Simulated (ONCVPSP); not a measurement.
# What one change does to a pseudopotential (praseodymium (Pr), ONCV)

ONCVPSP 4.0.1 input, shortened (lines: element, Z, core and valence counts, functional; n l f; lmax; l rc ep ncon nbas qcut; lloc lpopt rc5 dvloc0; l nproj debl; icmod fcfact rcfact), LDA (Perdew-Wang 92), scalar-relativistic:

```
  Pr 59.00   10    4  -001012      upf
    1    0    2.00
    2    0    2.00
    2    1    6.00
    3    0    2.00
    3    1    6.00
    3    2   10.00
    4    0    2.00
    4    1    6.00
    4    2   10.00
    4    3    2.00
    5    0    2.00
    5    1    6.00
    5    2    1.00
    6    0    2.00
    3
    0    2.15    0.00    4    8    4.50
    1    1.85    0.00    4    7    3.80
    2    3.75    0.00    3    7    4.40
    3    2.80    0.13    5    8    4.60
    4    1    1.60    1.00
    0    2    1.00
    1    2    1.40
    2    2    3.00
    3    2    3.80
    1    0.55    0.00
```

Change: all radii but the core radius scaled by about 1.26 (s 2.72, p 2.34, d 4.74, f 3.54 bohr); local potential polynomial inside 2.02 bohr (lpopt 1, dvloc0 1 Ha).

Cutoffs: the cutoffs (Ha) at which the residual kinetic energy of the hardest occupied pseudo-wave falls to 1 and 0.1 mHa per electron; they do not see the model core or the augmentation charge, which bear on the density cutoff. Errors are all-electron minus pseudo energies relative to the spin-unpolarised reference configuration.

Question: How do hardness, ghosts and transferability respond?

Answer: The potential gets softer (34 Ha and 43 Ha → 5.9 Ha and 13 Ha); of the 4 tests that both files solve, the error grows in 2 and shrinks in 1 by more than 15 % and 0.3 meV (median size 36.4 → 31.8 meV); neither file shows a bound ghost. A larger radius leaves more room for a smooth pseudo-wave, so fewer plane waves are needed.

| quantity | base | changed |
| --- | --- | --- |
| cutoff, loose | 34 Ha | 5.9 Ha |
| cutoff, tight | 43 Ha | 13 Ha |
| loose cutoff by channel | s 8.8 Ha, p 34 Ha, d 5.5 Ha | s 5.9 Ha, p 5.4 Ha, d 4.6 Ha |
| bound ghosts | none | none |
| GHOST(+) flags under 300 eV | d at 101.4 eV, s at 102.5 eV | s at 152.6 eV |
| error for 5s2 5p6 5d1 6s1, meV [ΔE 6.37 eV] | -3.1 | -2.8 |
| error for 5s2 5p6 5d1 6s0, meV [ΔE 17.89 eV] | -18 | -22 |
| error for 5s2 5p6 5d0 6s0, meV [ΔE 37.41 eV] | -55 | +41 |
| error for 5s1 5p6 5d1 6s2, meV [ΔE 47.56 eV] | -283 | -547 |
| rms error of d²Exc/dni dnj with the model core, mHa | 0.66 | 1.29 |

Changed file: The cutoffs count occupied waves only; projector 2 of the f channel, the hardest unoccupied one, needs 18 Ha at the loose tolerance.
